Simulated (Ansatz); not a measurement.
Basis-set extrapolation for CH$_{7}$BN$_{2}$ (PBE0-D4/def2-TZVP geometry, frozen core, the Gaussian-basis code of Ansatz). Multiplicity 1, RHF reference.

```csv
,def2-TZVPP,def2-QZVPP
HF,-175.573770,-175.582288
MP2 correlation,-0.719251,-0.767305
CCSD(T) correlation,-0.783174,not run
```

Energies in hartree. Use E(X) = E(∞) + A·exp(−7.88·√X) for Hartree–Fock and E(X) = E(∞) + B·X^(−2.97) for correlation, with X = 3 and 4, and add CCSD(T) minus MP2 of the smaller set to the MP2 limit.

What is the CCSD(T) energy at the basis-set limit?

HF limit: -175.582288 + (-0.008518) × 0.13774 = -175.58346. MP2 limit: -0.767305 + (-0.048054) × 0.74074 = -0.80290. Higher-order term: -0.783174 − (-0.719251) = -0.06392. Total: -176.45028 hartree, 2.54 eV below CCSD(T)/def2-TZVPP.
